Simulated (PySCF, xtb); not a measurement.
SSn, SMILES [Sn]=[S] (connectivity only; charge and spin as stated), neutral, multiplicity 1.

GFN2-xTB (xtb) at its own geometry gives an orbital gap of 2.84 eV and a dipole moment of 7.69 D.

The structure is a stationary point at PBE0-D3(BJ)/def2-TZVP. The def2 effective core potentials stand for the cores of Sn; spin–orbit coupling is left out.

Task: What does M06-2X/def2-TZVPD in PySCF give? (Estimate from the structure and the level; the computed values follow.)

Result: gap 6.57 eV (levels -8.23 and -1.66 eV), dipole 3.77 D.
